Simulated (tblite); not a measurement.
C₃H₁₁ClSeSi₃.
Numbering: `[CH2:1]=[C:2]([Se:3][CH3:4])[Si@@H:5]([Cl:6])[SiH2:7][SiH3:8]` (hydrogens: H9, H10 on C1; H11, H12, H13 on C4; H14 on Si5; H15, H16 on Si7; H17, H18, H19 on Si8)

Computed with GFN2-xTB (tblite), gas phase: L-BFGS steps from a force-field or distance-geometry start until the largest atomic force falls under 0.01 eV/Å.

Step 14: E = -677.9950 eV
```
atom  x, y, z in Å  |  force x, y, z in eV/Å
C1     -0.6583   -0.7233   -1.6976    0.005   0.026   0.018
C2     -0.7803   -0.1449   -0.5138    0.010   0.000  -0.029
Se3    -1.8637    1.4776   -0.3910    0.034  -0.040  -0.012
C4     -3.4689    0.4812    0.1063   -0.048  -0.031   0.028
Si5     0.0640   -0.7677    1.0720   -0.005  -0.001  -0.013
Cl6    -0.7068   -2.6076    1.4493   -0.046  -0.074   0.007
Si7     2.3482   -0.7554    0.6486    0.041  -0.020   0.031
Si8     2.9575    1.3807   -0.0101    0.028   0.028  -0.013
H9     -1.1151   -0.3173   -2.5879    0.012  -0.034  -0.013
H10    -0.1006   -1.6411   -1.8177   -0.005   0.027  -0.014
H11    -3.2719   -0.0674    1.0242   -0.011   0.000   0.017
H12    -3.7069   -0.2084   -0.7007   -0.023   0.010   0.016
H13    -4.2838    1.1843    0.2539    0.027   0.034  -0.005
H14    -0.4207    0.0733    2.1714   -0.015  -0.013  -0.016
H15     2.6905   -1.7824   -0.3558   -0.040   0.063   0.020
H16     3.0637   -1.2418    1.8415   -0.019   0.052  -0.019
H17     2.2262    1.7943   -1.2101    0.016  -0.028  -0.008
H18     2.6312    2.3619    1.0270    0.024  -0.009   0.018
H19     4.3858    1.5134   -0.2955    0.015   0.010  -0.013
```

Step 15: E = -677.9961 eV
```
atom  x, y, z in Å  |  force x, y, z in eV/Å
C1     -0.6571   -0.7226   -1.6991    0.003   0.027   0.060
C2     -0.7779   -0.1455   -0.5139   -0.003  -0.009  -0.063
Se3    -1.8647    1.4751   -0.3910    0.053  -0.033  -0.009
C4     -3.4700    0.4806    0.1078   -0.040  -0.022   0.013
Si5     0.0656   -0.7704    1.0726   -0.065  -0.014  -0.031
Cl6    -0.7103   -2.6095    1.4498   -0.035  -0.060   0.001
Si7     2.3453   -0.7540    0.6507    0.099  -0.010   0.017
Si8     2.9598    1.3811   -0.0103    0.023   0.037  -0.015
H9     -1.1152   -0.3181   -2.5894    0.014  -0.029  -0.004
H10    -0.1004   -1.6409   -1.8180    0.004   0.021  -0.024
H11    -3.2732   -0.0674    1.0257   -0.015  -0.005   0.025
H12    -3.7096   -0.2081   -0.6994   -0.025   0.003   0.016
H13    -4.2820    1.1870    0.2537    0.015   0.031   0.003
H14    -0.4232    0.0701    2.1688   -0.017   0.000   0.005
H15     2.6890   -1.7795   -0.3541   -0.040   0.055   0.011
H16     3.0646   -1.2402    1.8409   -0.019   0.050  -0.010
H17     2.2276    1.7932   -1.2114    0.024  -0.029   0.007
H18     2.6334    2.3620    1.0281    0.027  -0.016   0.005
H19     4.3885    1.5163   -0.2974   -0.003   0.003  -0.007
```

Step 16: E = -677.9974 eV
```
atom  x, y, z in Å  |  force x, y, z in eV/Å
C1     -0.6553   -0.7218   -1.7007    0.000   0.012   0.071
C2     -0.7748   -0.1462   -0.5147   -0.021  -0.018  -0.069
Se3    -1.8648    1.4714   -0.3910    0.052  -0.018  -0.004
C4     -3.4720    0.4795    0.1098   -0.014  -0.001  -0.002
Si5     0.0662   -0.7741    1.0723   -0.110  -0.034  -0.038
Cl6    -0.7158   -2.6128    1.4506   -0.019  -0.035  -0.009
Si7     2.3432   -0.7519    0.6536    0.127   0.024  -0.005
Si8     2.9632    1.3820   -0.0109    0.015   0.036  -0.010
H9     -1.1149   -0.3194   -2.5911    0.015  -0.019  -0.001
H10    -0.1000   -1.6406   -1.8188    0.019   0.009  -0.033
H11    -3.2756   -0.0674    1.0280   -0.020  -0.009   0.031
H12    -3.7139   -0.2079   -0.6973   -0.027  -0.007   0.014
H13    -4.2794    1.1910    0.2537    0.001   0.026   0.013
H14    -0.4270    0.0657    2.1653   -0.020   0.014   0.026
H15     2.6865   -1.7747   -0.3512   -0.031   0.030  -0.012
H16     3.0656   -1.2374    1.8399   -0.007   0.040   0.020
H17     2.2300    1.7915   -1.2129    0.027  -0.028   0.016
H18     2.6370    2.3620    1.0293    0.029  -0.019  -0.007
H19     4.3918    1.5204   -0.3000   -0.015  -0.005  -0.002
```

Task: Estimate the geometry and energy of step 17. (The exact step hangs on the optimiser's Hessian estimate; all steps are aligned on step 16, rigid shifts and turns removed.)

Result: E = -677.9989 eV, largest force 0.123 eV/Å
```
atom  x, y, z in Å  |  force x, y, z in eV/Å
C1     -0.6531   -0.7212   -1.7022   -0.003  -0.014   0.042
C2     -0.7718   -0.1469   -0.5162   -0.038  -0.024  -0.044
Se3    -1.8638    1.4669   -0.3910    0.031   0.002   0.004
C4     -3.4743    0.4783    0.1121    0.017   0.022  -0.011
Si5     0.0649   -0.7789    1.0711   -0.110  -0.045  -0.028
Cl6    -0.7223   -2.6171    1.4514   -0.004  -0.010  -0.020
Si7     2.3428   -0.7488    0.6569    0.103   0.062  -0.024
Si8     2.9673    1.3836   -0.0116    0.007   0.025  -0.001
H9     -1.1143   -0.3210   -2.5926    0.015  -0.007  -0.003
H10    -0.0990   -1.6402   -1.8202    0.034  -0.005  -0.037
H11    -3.2787   -0.0675    1.0311   -0.025  -0.008   0.027
H12    -3.7194   -0.2080   -0.6946   -0.026  -0.013   0.013
H13    -4.2765    1.1960    0.2540   -0.008   0.016   0.021
H14    -0.4319    0.0606    2.1618   -0.022   0.021   0.038
H15     2.6831   -1.7689   -0.3482   -0.017  -0.001  -0.042
H16     3.0668   -1.2337    1.8390    0.012   0.026   0.059
H17     2.2334    1.7891   -1.2143    0.024  -0.021   0.017
H18     2.6417    2.3617    1.0306    0.027  -0.013  -0.012
H19     4.3953    1.5252   -0.3030   -0.017  -0.011   0.001
```

The energy changes by -0.0014 eV. The first-order estimate −F·Δx gives -0.0020 eV and the mean of the old and new forces, exact on a quadratic surface, -0.0014 eV. The step makes an angle of 69° with the force vector and moves no atom by more than 0.008 Å.

The cost below is that of the whole relaxation. The run took 6.6 s of wall time on Arm Neoverse N1, one thread (shared host).
